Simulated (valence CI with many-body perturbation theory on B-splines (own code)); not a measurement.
Cd25+ in brief

Method: relativistic CI+MBPT: five valence electrons over a frozen Dirac-Fock core [Ar], radial functions for each j: 7 s, 7 p, 8 d, 6 f, 4 g, 1 h, with the one-electron correlation potential Σ1 (screened to all orders), the two-electron term Σ2, the three-electron term Σ3, Breit, model QED; selected single and double excitations, second order for the rest, scaled by the run's own slope (own B-spline code, finite nucleus).

No measured levels were compared; by estimate terms of the open shell hold to 2 to 4 % of their energy, and close levels can change places. Only levels of the ground parity were solved; by the run's estimate the other parity begins above the list, which can be wrong where configurations are misplaced.

Levels are named by their leading jj configuration (3d3/2^4 stands for four electrons in 3d with j = 3/2), which in mixed levels can hold well under half, so a name can repeat and another be missing.

Rates and lifetimes use the calculated energies. Strong lines usually hold to 10 to 20 %, long lifetimes can be off by a factor of two.

(1) What is the ground level?

(2) What is the ionisation energy?

(3) How well does LS coupling describe the low levels?

Answers

(1) (3d3/2^3 3d5/2^2) J=5/2, composition 80 % 3d5 6S + 16 % 3d5 4P, g = 1.905.

(2) 1319.9 eV; NIST lists 1320 ± 4 eV (theoretical).

(3) Among the lowest 20 levels the leading LS term, summed over configurations, holds 56 % on average. For single configurations the figures are 56 % in LS and 69 % in jj coupling. Terms mix most in the J = 5/2 level at 85502 cm⁻¹, where the leading one holds 26 %.
